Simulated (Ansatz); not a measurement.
Geometry optimisation, RKS PBE/def2-SVP in Ansatz.

Input:

```yaml
crystal:
  periodic: [false, false, false]
  atoms:
    - { symbol: O, position_ang: [1.5031, -0.2613, 1.3767] }
    - { symbol: C, position_ang: [1.4483, 0.3055, 0.2621] }
    - { symbol: O, position_ang: [0.3877, 0.4097, -0.6144] }
    - { symbol: Si, position_ang: [-1.0074, -0.1925, -0.2752] }
    - { symbol: H, position_ang: [2.339, 0.7822, -0.2016] }
    - { symbol: H, position_ang: [-1.9701, 0.0947, -1.4279] }
    - { symbol: H, position_ang: [-0.9871, -1.6725, -0.0915] }
    - { symbol: H, position_ang: [-1.6213, 0.4771, 0.9161] }
basis:
  gaussian: { orbitals: def2-SVP }
hamiltonian:
  xc: pbe
relax:
  f_tol: 0.015
  max_steps: 40
output:
  orbitals: {}
```

Launched with:

```bash
$ ansatz run input.yaml --threads 1 --pin off --max-ram 2048MiB --backend cpu --events-out ev --progress --plain --runs-dir out
```

Q: Where does it end, and by what steps?

A: The run converged. After 10 steps the energy has fallen by 0.670 eV; O1 moved furthest, 0.19 Å.

| step | energy less start (eV) | largest force component (eV/Å) | accepted |
| --- | --- | --- | --- |
| 0 | 0.0000 | 6.450 | yes |
| 1 | -0.4332 | 3.290 | yes |
| 2 | -0.5549 | 1.395 | yes |
| 3 | -0.5855 | 0.738 | yes |
| 4 | -0.6617 | 0.632 | yes |
| 5 | -0.6625 | 0.371 | yes |
| 6 | -0.6638 | 0.209 | yes |
| 7 | -0.6695 | 0.039 | yes |
| 8 | -0.6696 | 0.027 | yes |
| 9 | -0.6697 | 0.028 | yes |
| 10 | -0.6697 | 0.005 | yes |

```xyz
8
Properties=species:S:1:pos:R:3
O 1.337 -0.241 1.291
C 1.458 0.314 0.218
O 0.468 0.454 -0.680
Si -1.079 -0.221 -0.236
H 2.405 0.777 -0.158
H -1.922 0.107 -1.427
H -0.967 -1.703 -0.055
H -1.608 0.456 0.991
```

Whether the end is a true minimum wasn't checked by a vibrational analysis.

Run time: 27 s on 1 thread of Arm Neoverse V1, on a shared host, peak memory 0.13 GiB.
